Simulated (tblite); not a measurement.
Species: C7H16Si2.
SMILES with atom numbers: `[CH2:1]1[CH2:2][CH:3]([Si@H:4]2[CH2:5][CH2:6][CH2:7][SiH2:8]2)[CH2:9]1` (hydrogens: H10, H11 on C1; H12, H13 on C2; H14 on C3; H15 on Si4; H16, H17 on C5; H18, H19 on C6; H20, H21 on C7; H22, H23 on Si8; H24, H25 on C9)

Cartesian coordinates in Å at the GFN2-xTB level; atoms count from 1:
```
atom  x, y, z in Å
C1    -2.782   -0.782   -0.081
C2    -2.714    0.707    0.281
C3    -1.429    0.438    1.083
Si4    0.158    1.041    0.224
C5     1.709    0.495    1.210
C6     2.860    0.300    0.223
C7     2.469   -0.640   -0.919
Si8    0.842   -0.023   -1.717
C9    -1.692   -1.074    0.957
H10   -3.742   -1.267    0.088
H11   -2.460   -0.984   -1.101
H12   -2.622    1.396   -0.557
H13   -3.547    1.029    0.904
H14   -1.474    0.805    2.110
H15    0.093    2.517    0.192
H16    2.001    1.218    1.972
H17    1.520   -0.447    1.728
H18    3.139    1.272   -0.193
H19    3.738   -0.094    0.744
H20    3.287   -0.705   -1.636
H21    2.330   -1.645   -0.516
H22    1.155    0.837   -2.867
H23    0.093   -1.167   -2.257
H24   -0.859   -1.683    0.605
H25   -2.083   -1.520    1.871
```

Level: GFN2-xTB in tblite, geometry and Hessian alike; calculated harmonic values, unscaled, isolated species. The method is semi-empirical: single wavenumbers can be off by several per cent or more. Modes of hydrogen on silicon can be 10 to 20 % off. One conformer, not necessarily the lowest.

Harmonic wavenumbers (cm⁻¹): 35.9, 60.6, 80.1, 101.1, 136.0, 238.8, 241.5, 300.7, 313.3, 396.0, 431.8, 450.8, 536.0, 557.8, 625.1, 628.9, 669.6, 690.6, 711.7, 721.6, 756.6, 805.5, 808.5, 821.8, 842.7, 952.2, 955.8, 1002.5, 1004.0, 1042.6, 1045.3, 1047.1, 1064.9, 1105.8, 1108.3, 1135.9, 1181.3, 1187.6, 1217.1, 1224.7, 1250.6, 1255.1, 1266.7, 1267.9, 1273.3, 1296.0, 1343.1, 1476.0, 1482.3, 1485.9, 1491.1, 1500.7, 1513.9, 2115.0, 2181.7, 2194.9, 2929.0, 2948.5, 2956.0, 2960.5, 2969.0, 2974.9, 2981.2, 2991.3, 2993.0, 2994.8, 3000.0, 3006.4, 3012.4.

A = 2057, B = 763.8, C = 677.7 MHz; mass 156.079 u (most abundant isotopes); point group C1, symmetry number 1.

Question: What is the zero-point energy?

Answer: ½Σν̃ = 45675 cm⁻¹ = 546.39 kJ/mol.

Question: Entropy at 298.15 K, 1 bar (ideal gas, RRHO, classical rotation)?

Answer: Translation 171.84, rotation 125.90, vibration 144.68: S = 442.4 J/(mol K).

Question: And Cp and H(298.15 K) − H(0)?

Answer: Cp = 191.42 J/(mol K), of which vibrations give 158.16 (their classical limit is 69 R = 573.7); H(298.15 K) − H(0) = 32.45 kJ/mol without the zero-point energy, 22.53 from vibrations.

Question: How do the functions run with temperature in this model?

Answer: 
| T (K) | S (J/(mol K)) | Cp (J/(mol K)) | H − H(0) (kJ/mol) | G − H(0) (kJ/mol) | ln q(vib) |
| --- | --- | --- | --- | --- | --- |
| 150 | 344.5 | 106.5 | 10.61 | -41.06 | 3.86 |
| 250 | 411.4 | 162.0 | 23.94 | -78.91 | 6.86 |
| 400 | 507.2 | 251.3 | 55.05 | -147.84 | 11.47 |
| 600 | 627.7 | 343.2 | 115.08 | -261.51 | 17.81 |
| 900 | 784.9 | 430.8 | 232.32 | -474.10 | 27.13 |

q(vib) and H(0) count from the zero-point level.

Question: Blend soft modes into free rotors: weight 1/[1 + (100 cm⁻¹/ν̃)⁴] for the oscillator and the rest for a rotor with moment μB/(μ + B), μ = h/(8π²ν), B = 10⁻⁴⁴ kg m². What vibrational entropy results?

Answer: 130.30 J/(mol K) in place of 144.68, which changes −T·S at 298.15 K by +4.29 kJ/mol.

Question: What must be added to the electronic energy to get the Gibbs energy at 298.15 K and 1 bar?

Answer: ZPE + [H(298.15 K) − H(0)] − T·S = 546.39 + 32.45 − 131.91 = 446.93 kJ/mol.

Question: Which modes carry the vibrational entropy at 298.15 K?

Answer: 35.9 cm⁻¹: 22.90; 60.6 cm⁻¹: 18.57; 80.1 cm⁻¹: 16.27; 101.1 cm⁻¹: 14.36; 136.0 cm⁻¹: 11.96; 238.8 cm⁻¹: 7.58 J/(mol K); the other 63 give 53.04 together.

Hindered rotation and anharmonicity are outside this model. Other conformers, if any are populated, would add a mixing term that is left out. The structure is chiral; the term R ln 2 for an equal mix with its mirror image is left out.

Hardware: one thread of an Arm Neoverse N1, on a shared host. Cost: 2.5 s of wall time. This covers the Hessian and the dipole derivatives.
